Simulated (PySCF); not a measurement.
**Pr(III) with more and more SH**

Computed with PySCF 2.14.0, PBE0, def2-SVP on the ligands, density fitting, scalar-relativistic core potentials, no spin-orbit coupling, vacuum. The metal has lcecp-1-SVP with ECP48. Each complex is relaxed within the symmetry of its template. Distances are means of the shortest metal–ligand contacts, charges and spins Mulliken's; removal energies are rigid, with the ligand's formal charge and no counterpoise, so too large; for an anion taken off a cation in vacuum most of it is the attraction of opposite charges, and multiply charged cations can part far more cheaply with an electron moved from ligand to metal. lcecp potentials hold a fixed number of 4f electrons in the core, out of states, spins and gaps.

| complex | point group | M–SH (Å) | charge on M (e) | dipole (D) | removal of one SH (eV) | strongest infrared band, degenerate modes summed (cm⁻¹) | unstable modes (below −25 cm⁻¹) |
| --- | --- | --- | --- | --- | --- | --- | --- |
| [Pr(SH)2]+ | C2, nearly C2v | 2.569 | 1.15 | – | 13.96 | 372 | 0 |
| [Pr(SH)4]− | S4 | 2.754 | 0.65 | – | 4.48 | 270 | 0 |

Q: What does the calculation give for Pr(SH)3?

A: point group: C3, M–SH (Å): 2.671, charge on M (e): 0.88, dipole (D): 0.77, removal of one SH (eV): 8.78, strongest infrared band, degenerate modes summed (cm⁻¹): 310, unstable modes (below −25 cm⁻¹): 0.
```xyz
7

Pr    0.0000    0.0000    0.8657
S     2.6390   -0.3950    0.9914
H     2.9658    0.9190    0.9999
S    -0.9774    2.4829    0.9914
H    -2.2788    2.1090    0.9999
S    -1.6616   -2.0879    0.9914
H    -0.6871   -3.0280    0.9999
```

The more ligands, the longer each bond and the weaker the last ligand is held.

Moved off a saddle point of the template and relaxed again: Pr(SH)3. One start shape was tried for each, so a minimum needn't be the lowest isomer.
